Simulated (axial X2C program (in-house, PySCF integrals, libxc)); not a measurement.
**BI: from Re and ωe to a spectrum**

A bond curve at the CCSD(T) level, two-component, was computed with an axial X2C code built on PySCF integrals (basis I dyall-cv3z [11s12p8d4f1g], B dyall-v3z [7s6p2d1f] (cores contracted in-house)) for the state Ω = 0 (closed shell). Its fit gives Re = 2.1410 Å, ωe = 575.3 cm⁻¹, ωexe = 2.76 cm⁻¹ and αe = 2.763e-03 cm⁻¹; the masses are 126.9045 and 11.0093 u. Two-component means X2C with spin–orbit coupling and atomic mean-field Coulomb and Gaunt terms.

Correlated methods: 10 electrons correlated (number of frozen shells: I 4 s, 3 p, 2 d; B 1 s), 224 virtual spin orbitals or spinors in MP2, 90 natural virtuals in coupled cluster.

(1) Find the reduced mass, Be and the force constant.

(2) Estimate the centrifugal constant by the Kratzer relation.

(3) A Morse curve ties αe to the other constants (Pekeris). How well does that hold?

(4) Give B0, the J = 1←0 line in GHz and the most populated J at 300 K (kT = 208.5 cm⁻¹).

(5) Where do the fundamental and the first overtone lie?

The state is a single determinant with fixed occupations, the lowest that a limited PBE0 search found. Coupled cluster ran in a truncated set of natural virtual spinors; the MP2 energy of the rest was added. (T) has no such correction and the atoms are truncated less, which lowers De at CCSD(T) by a hundredth of an eV or more.

## Answers

(1) From the CCSD(T) values: μ = 10.1305 u. Be = 16.8576/(μ Re²) = 0.363 cm⁻¹. k = 5.8918×10⁻⁷ μ ωe² = 1.98 mdyn/Å.

(2) D = 4Be³/ωe² = 5.78e-07 cm⁻¹.

(3) αe(Morse) = 6Be²/ωe × (√(ωexe/Be) − 1) = 2.415e-03 cm⁻¹; the CCSD(T) curve gives 2.763e-03 cm⁻¹, a ratio of 0.87.

(4) B0 = Be − αe/2 = 0.3616 cm⁻¹; 2B0 = 21.68 GHz; J(max) ≈ √(kT/2B0) − 1/2 = 16.5, so J = 16.

(5) ν(1←0) = ωe − 2ωexe = 569.8 cm⁻¹; ν(2←0) = 2ωe − 6ωexe = 1134.0 cm⁻¹.
